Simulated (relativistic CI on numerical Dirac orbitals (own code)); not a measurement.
**Hyperfine structure of Pt⁴⁴⁺, mass number 195**

Computed by Dirac-Coulomb-Breit CI, KLI orbitals optimised for each configuration, a model potential for QED, unscaled Slater integrals (own radial code, finite nucleus).

CI space (outside the closed core [Ar] 3d10): 4s²4p⁴, 4s4p⁵, 4s²4p³4d, 4p⁶, 4s4p⁴4d, 4s²4p³4f, 4s4p⁴4f, 4p⁵4d, 4s4p³4d², 4s²4p²4d4f, 4p⁵4f, 4p⁴4d², 4p³4d³, 4p³4d²4f. Double excitations out of closed p, d and f shells are left out; levels of such configurations are missing from the list, as are those of other unlisted configurations, and high levels can miss mixing partners.

Nuclear spin I = 1/2, μ = 0.6073 μN (tables of Stone and Pyykkö). The electronic factors are computed for point nuclear moments, without core polarisation or the Bohr-Weisskopf and QED corrections.

| Level | E (eV) | A (GHz) |
| --- | --- | --- |
| 4s²4p⁴ ³P2 | 0.000 | 87.4 |
| 4s²4p⁴ ³P1 | 122.795 | -98.6 |
| 4s²4p⁴ ¹D2 | 127.807 | 276.6 |
| 4s4p⁵ ³P°2 | 235.364 | 612.1 |

Levels with J = 0, under 50 % of one LS term, or S terms without an open s electron are left out. Small factors come from cancelling terms and can be off by tens of per cent or more.

At this charge energies of transitions that change n are usually good to better than 1 %, and those within a shell (Δn = 0) to a few per cent.

Q: Give the hyperfine levels of 4s²4p⁴ ³P1 relative to its centre of gravity.

A: With K = F(F + 1) − I(I + 1) − J(J + 1), E = AK/2: F = 1/2: 98.6, F = 3/2: -49.3 GHz.

LS names give the leading component of a level, which can be under half, so a name can repeat, a term be missing and a line seem to break the LS rules.
